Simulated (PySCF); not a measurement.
# Working out the ionisation energy of Fe⁺

Fe⁺ [Ar] 3d6 4s1 (6D) → Fe²⁺ [Ar] 3d6 (5D). All numbers are calculated (PySCF 2.14, no relativity, point nucleus, in cc-pVTZ (7s6p4d2f1g, 68 functions)). Frozen: [Ar]. Energies in hartree (1 hartree = 27.21139 eV):

```
             part   Fe⁺ (lower)  Fe²⁺ (upper)
              UHF  -1262.219846  -1261.664431
MP2 opposite-spin     -0.057901     -0.052360
    MP2 same-spin     -0.086049     -0.071175
```

Q: What does Hartree-Fock give?

A: (-1261.664431) − (-1262.219846) = 0.555415 hartree = 15.114 eV.

Q: What do MP2 and SCS-MP2 (6/5 opposite-spin, 1/3 same-spin) give?

A: The opposite-spin parts differ by 0.151 eV and the same-spin parts by 0.405 eV. MP2: 15.114 + (0.151) + (0.405) = 15.670 eV. SCS-MP2: 15.114 + 1.2 × (0.151) + (0.405)/3 = 15.430 eV.

Reference: 16.199 eV (measured; NIST Atomic Spectra Database, ionization energies), between the lowest levels; spin-orbit coupling is absent from the calculation.

The calculation is non-relativistic.

What remains against the reference includes basis incompleteness, the frozen core and correlation beyond second order.
